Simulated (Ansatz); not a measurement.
`[SiH3]CN[SiH3]`, relaxed with RKS PBE-D4/def2-SVP in Ansatz from a rough embedded geometry. The force threshold is 0.03 eV/Å; the program also tests the step.

The species carries charge 0 and has multiplicity 1.

Start:

```xyz
13

Si    0.149    1.053   -1.852
C    -0.602    0.236   -0.381
N     0.430   -0.322    0.470
Si    0.225   -1.257    1.875
H     0.868    0.067   -2.761
H    -0.966    1.669   -2.739
H     1.075    2.158   -1.498
H    -1.161    0.991    0.166
H    -1.283   -0.519   -0.704
H     1.060    0.469    0.800
H     1.453   -1.667    2.410
H    -0.637   -2.424    1.436
H    -0.611   -0.455    2.778
```

Q: How much energy does the relaxation release, and in how many steps? (Estimate.)

A: Ansatz gave: 56.12 kJ/mol, in 9 steps.

Q: Which bonds change most? (Best estimate.)

A: Ansatz gave: Si4–H11 from 1.400 to 1.504 Å; Si1–C2 from 1.842 to 1.910 Å; Si4–H13 from 1.469 to 1.516 Å; N3–Si4 from 1.701 to 1.748 Å.

Q: Give the relaxed structure. (Best estimate.)

A: Ansatz gave: 
```xyz
13

Si    0.129    0.993   -1.949
C    -0.619    0.430   -0.284
N     0.424   -0.057    0.613
Si    0.160   -1.288    1.825
H     0.733   -0.176   -2.678
H    -0.917    1.640   -2.820
H     1.217    1.999   -1.671
H    -1.252    1.247    0.146
H    -1.325   -0.402   -0.508
H     1.163    0.627    0.797
H     1.497   -1.586    2.446
H    -0.403   -2.510    1.149
H    -0.806   -0.919    2.934
```
